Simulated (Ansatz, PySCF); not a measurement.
Potential energy curve for SMILES [Cl][GeH3] (H₃ClGe). The Ge1–Cl5 bond (Ge1 also carries H, H, H; Cl5 carries nothing else) is stretched with both fragments frozen at the PBE0/def2-TZVP optimised geometry.

Levels: RKS-PBE = restricted PBE/cc-pVDZ run with Ansatz (an electronic-structure program); UKS-PBE = unrestricted PBE/cc-pVDZ (Ansatz); RKS-BHandHLYP = restricted BHandHLYP/cc-pVDZ run with PySCF 2.14.0; UCCSD(T) = CCSD(T) on UHF/cc-pVDZ, 14 core orbitals frozen in PySCF.

Energies relative to the lowest point of each curve near equilibrium, in kcal/mol; the last columns give the difference from UCCSD(T):

```
R / Å  RKS-PBE  UKS-PBE  RKS-BHandHLYP  UCCSD(T)  RKS-PBE − UCCSD(T)  UKS-PBE − UCCSD(T)  RKS-BHandHLYP − UCCSD(T)
-----  -------  -------  -------------  --------  ------------------  ------------------  ------------------------
1.72      81.8     81.8           80.5      83.6                -1.7                -1.7                      -3.1
1.81      45.6     45.6           44.2      46.2                -0.6                -0.6                      -2.0
1.92      19.1     19.1           17.9      18.9                 0.2                 0.2                      -1.1
2.04       4.8      4.8            4.1       4.5                 0.3                 0.3                      -0.4
2.11       1.1      1.1            0.8       0.9                 0.2                 0.2                      -0.1
2.16       0.0      0.0            0.0       0.0                 0.0                 0.0                       0.0
2.24       0.2      0.2            0.7       0.6                -0.4                -0.4                       0.2
2.29       1.2      1.2            2.2       1.9                -0.7                -0.7                       0.2
2.35       3.2      3.2            4.6       4.3                -1.1                -1.1                       0.3
2.49       9.9      9.9           12.4      11.9                -2.0                -2.0                       0.5
2.68      21.1     21.1           25.3      24.5                -3.4                -3.4                       0.8
2.90      34.6     34.6           40.7      39.4                -4.8                -4.8                       1.3
3.27      54.4     54.4           64.0      62.7                -8.3                -8.3                       1.3
3.56      66.5     66.5           78.9      76.0                -9.5                -9.5                       2.9
3.85      75.9     75.0           91.1      83.5                -7.6                -8.6                       7.5
4.28      85.8     81.9          104.8      87.4                -1.6                -5.5                      17.4
4.71      92.0     85.5          114.4      88.4                 3.6                -2.9                      26.0
5.32      97.0     88.1          123.2      88.8                 8.2                -0.7                      34.4
5.80      99.2     89.1          127.5      88.9                10.3                 0.3                      38.7
6.48     100.8     89.9          131.5      88.9                11.9                 0.9                      42.5
7.60     101.9     90.3          135.2      88.9                12.9                 1.4                      46.2
```

RKS-PBE is furthest from UCCSD(T) at 7.60 (12.9 kcal/mol, above); its mean absolute difference over the points is 4.2 kcal/mol.

UKS-PBE is furthest from UCCSD(T) at 3.56 (-9.5 kcal/mol, below); its mean absolute difference over the points is 2.5 kcal/mol.

RKS-BHandHLYP is furthest from UCCSD(T) at 7.60 (46.2 kcal/mol, above); its mean absolute difference over the points is 10.8 kcal/mol.

The restricted form behind RKS-PBE, RKS-BHandHLYP keeps the bonding electrons paired and can't separate into open-shell fragments. The unrestricted determinant behind UKS-PBE is spin-contaminated at 3.85 to 7.60 Å (<S²> up to 0.8, against 0.00 for a pure singlet). At the longest distance RKS-BHandHLYP leaves fractional charges on the fragments, a sign of delocalisation error or of the restricted form. The unrestricted determinant behind UCCSD(T) is spin-contaminated at 3.27 to 7.60 Å (<S²> up to 1.0, against 0.00 for a pure singlet).
